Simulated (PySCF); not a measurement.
CH₄B₂F₂.
SMILES: `BCB(F)F`

Jobs on this species (9 atoms, 38 electrons) with PySCF (density fitting). Hardware of each: one thread of an Arm Neoverse V1, no GPU (shared host). Other jobs ran on the host; a repeat could differ by tens of per cent or more. Peak memory is the resident size of the whole Python process, interpreter and libraries included.

| level and settings | work | basis functions | SCF cycles | wall time | peak memory |
| --- | --- | --- | --- | --- | --- |
| PBE0/def2-TZVP | shieldings, charges and field gradients | 179 | ? | ? | ? |
| PBE0/def2-SVP | 10 singlets by full TDDFT, 4 Tamm–Dancoff triplets, polarisability | 90 | ? | ? | ? |
| LDA/def2-SVPD | 10 singlets by full TDDFT, 4 Tamm–Dancoff triplets, polarisability, ΔSCF ions | 138 | 13 | 36 s | 0.37 GiB |
| PBE0/6-31G* | shieldings, charges and field gradients | 78 | 12 | 4.6 s | 0.42 GiB |
| B3LYP/def2-SVPD | 10 singlets by full TDDFT, 4 Tamm–Dancoff triplets, polarisability, ΔSCF ions | 138 | 12 | 55 s | 0.63 GiB |
| PBE0/cc-pVTZ | shieldings, charges and field gradients | 206 | 12 | 16 s | 0.88 GiB |
| OPBE/pcSseg-2 | shieldings | 236 | 13 | 32 s | 0.74 GiB |
| BHandHLYP/pcSseg-2 | shieldings | 236 | 11 | 18 s | 0.85 GiB |
| KT3/pcSseg-2 | shieldings | 236 | 14 | 28 s | 0.74 GiB |

Question: Fill in the missing figures.

Answer: 
- PBE0/def2-TZVP; shieldings, charges and field gradients: 13 s, 0.83 GiB, 12 SCF cycles
- PBE0/def2-SVP; 10 singlets by full TDDFT, 4 Tamm–Dancoff triplets, polarisability: 6.4 s, 0.46 GiB, 12 SCF cycles

Question: What do all jobs in the table cost together?

Answer: About 3.5 min; the longest takes about 26 % of that, and about 12 times as long as the shortest.
